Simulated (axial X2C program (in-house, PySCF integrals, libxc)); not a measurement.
Spectroscopic constants of ZrS

Calculated with an in-house relativistic program for diatomic molecules. Spin-free means the one-electron spin-free X2C Hamiltonian; two-component (2c) means X2C with spin–orbit coupling and atomic mean-field two-electron Coulomb and Gaunt terms, so the difference of the two also holds small scalar two-electron terms. Basis: Zr dyall-cv3z [11s12p9d6f3g], S dyall-av3z [9s8p3d2f] (cores contracted in-house); Gaussian nuclei, density fitting, unrestricted open shells. Masses: Zr 89.905 u, S 31.972 u.

State, spin-free: M_S = 1, Λ = 2 (beyond evenly filled blocks: σα, δ+α); electrons by block: σα: 14, σβ: 13, π+α: 6, π+β: 6, π-α: 6, π-β: 6, δ+α: 2, δ+β: 1, δ-α: 1, δ-β: 1. Fragments: Zr + S.

State, 2c: Ω = 1 (⟨Sz⟩ = -1.00, ⟨Lz⟩ = 2.00 at PBE0); electrons by block: 1/2: 19, -1/2: 20, 3/2: 8, -3/2: 7, 5/2: 1, -5/2: 1. Fragments: Zr + S.

```
Hamiltonian    level  Re (Å)  ωe (cm⁻¹)  αe (cm⁻¹)  De (eV)  μ (D)
  spin-free     PBE0   2.182      540.0    0.00047     5.78  -5.46
  spin-free  r2SCAN0   2.181      544.2   0.000464     5.47  -5.79
         2c     PBE0   2.182      539.7    0.00047      n/a  -5.46
         2c  r2SCAN0   2.182      543.9   0.000464      n/a  -5.79
```

Dipoles are positive if S is the positive end.

The state is one determinant whose occupation by symmetry is held fixed; it was picked as the lowest of a PBE0 search that is not exhaustive. Dissociation energies refer to the lowest single-determinant-based atoms at the same level and basis. De is not given where an atomic determinant may have missed its ground term or J level, or where the truncated virtual space spoils (T). Density functionals use the spin component along the axis (collinear). PBE0 can misorder states that lie within some tenths of an eV, so this need not be the ground state of the molecule. The nearest other spin-free determinant of the search, M_S = 0, Λ = 0, lies 0.33 eV up at the distance of the search. The functionals have no current-density term, which raises determinants with orbital currents, atoms included. With several unpaired electrons one determinant need not be a pure state. The determinant is spin-polarised beyond a pure state at some levels (its spin-free form has ⟨S²⟩ too high), which makes Re and μ there less reliable.

No reliable constants came from CCSD (2c), CCSD (spin-free), CCSD(T) (2c), CCSD(T) (spin-free), HF (2c), HF (spin-free), MP2 (2c), MP2 (spin-free): no minimum in range, unconverged points, a curve that is not smooth, a change of character along it, or the two Hamiltonians disagreeing along it.

Rough cost a point (2c) on 1 thread(s) of a shared host, integrals apart: PBE0 1.1 s, r2SCAN0 1.5 s.

The whole task took 9.5 min on 1 thread of AMD EPYC 7B13 (Zen 3), with other jobs on the host.
